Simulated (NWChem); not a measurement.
System: CH₃GeIO, singlet; SMILES C[O][Ge][I]

Here is an NWChem input.

```
start job
memory heap 200 mb stack 900 mb global 1100 mb
geometry units angstroms noautoz
  Ge     0.849989     1.112439     0.000184
  I     -0.239027    -1.255242    -0.000056
  O     -0.553962     2.179989    -0.000297
  C     -1.947426     2.028824    -0.001002
  H     -2.250896     0.967887     0.001408
  H     -2.370734     2.521413     0.889654
  H     -2.369502     2.516878    -0.894745
end
basis spherical
  * library def2-svp
end
ecp
  I library def2-ecp
end
dft
  xc xcamb88 1.00 lyp 0.81 vwn_5 0.19 hfexch 1.00
  cam 0.33 cam_alpha 0.19 cam_beta 0.46
  iterations 150
  vectors input atomic output neutral.movecs
end
task dft energy
charge 1
dft
  odft
  mult 2
  vectors input atomic output cation.movecs
end
task dft energy
```

Low-valent species are run as closed-shell singlets; no triplet was tried in these runs. All runs use the structure optimised with PBE0/def2-SVP. No frequency run checked for a minimum. def2 effective core potentials on I; no spin-orbit coupling.

Ions are spin-unrestricted doublets at the neutral geometry; other ion states weren't tried.

Task: Predict the main results of this run. (CAM-B3LYP/def2-SVP with def2 effective core potentials on I, vertical spin-unrestricted ions.) Quantities: vertical ionisation energy, ΔSCF (eV); −ε(HOMO) (eV).

Result: 
```
Item                                   Value
-------------------------------------  -----
vertical ionisation energy, ΔSCF (eV)   9.38
−ε(HOMO) (eV)                           8.38
```
